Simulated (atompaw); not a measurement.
Reading a pseudo-wave (Pd)

Columns: radius, all-electron u(r) and pseudo u(r) of the 5p shell (level -0.36 eV) of palladium in the configuration [Kr] 4d10 5s0 5p0; LDA (PW92), scalar-relativistic, PAW (atompaw) scheme, atompaw 4.2.0.5.

```
r (bohr)  all-electron  pseudo
   0.115       -0.0288  0.0012
   0.231        0.0734  0.0048
   0.346        0.0635  0.0107
   0.462       -0.0101  0.0189
   0.577       -0.0810  0.0292
   0.692       -0.1238  0.0413
   0.808       -0.1359  0.0553
   0.923       -0.1238  0.0707
   1.038       -0.0957  0.0873
   1.154       -0.0582  0.1052
   1.269       -0.0167  0.1237
   1.385        0.0260  0.1430
   1.500        0.0674  0.1625
   1.615        0.1067  0.1821
   1.731        0.1437  0.2019
   1.846        0.1775  0.2213
   1.962        0.2086  0.2405
   2.077        0.2365  0.2590
   2.192        0.2618  0.2769
   2.308        0.2846  0.2942
   2.423        0.3048  0.3105
   2.538        0.3229  0.3258
   2.654        0.3390  0.3403
   2.769        0.3530  0.3534
   2.885        0.3654  0.3655
   3.000        0.3761  0.3761
```

Task: How many radial nodes do the two functions have?

Result: The all-electron 5p function has n − l − 1 = 3; the pseudo-wave has 0, since the states of the same l below it are removed with the core.

Task: Is the pseudo-wave norm-conserving?

Result: No, it belongs to a PAW set: the norm inside the radius is not constrained, and the difference is carried by the augmentation charge.
